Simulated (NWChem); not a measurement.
Species: trifluoroacetic acid (C2HF3O2); SMILES O=C(O)C(F)(F)F

```xyz
8

O     -1.1026    -1.4745     0.0003
C      0.1115    -0.9423     0.0010
O      1.1444    -1.5407     0.0007
C      0.0167     0.5952     0.0004
F     -0.6533     1.0156     1.0696
F      1.2244     1.1252     0.0172
F     -0.6226     1.0145    -1.0881
H     -0.9993    -2.4394    -0.0008
```
Atoms are numbered in this order, from 1.

Level: PBE0/def2-SVP (NWChem), optimised geometry, unscaled harmonic frequencies. 

List the harmonic frequencies with IR intensities, and the thermochemistry.


```tsv
frequency (cm⁻¹)	IR intensity (km/mol)
34	1.7
239	1.4
242	0.1
399	2.2
436	0.1
519	1.5
605	9.3
623	102.2
685	82.6
809	43.5
826	4.5
1194	297.6
1250	182.3
1258	306.6
1322	219.2
1478	48.2
1948	289.1
3803	112.3
```

| Quantity | Result |
|---|---|
| zero-point energy | 25.2 kcal/mol |
| thermal correction to the enthalpy at 298.15 K (with zero-point energy) | 29.7 kcal/mol |
| heat capacity Cv | 20.5 cal/(mol K) |
| entropy at 298.15 K and 1 atm (symmetry number 1) | 80.5 cal/(mol K) |
| dipole moment | 2.20 D |

Rigid rotor and harmonic oscillator; modes under 100 cm⁻¹ make the entropy uncertain.
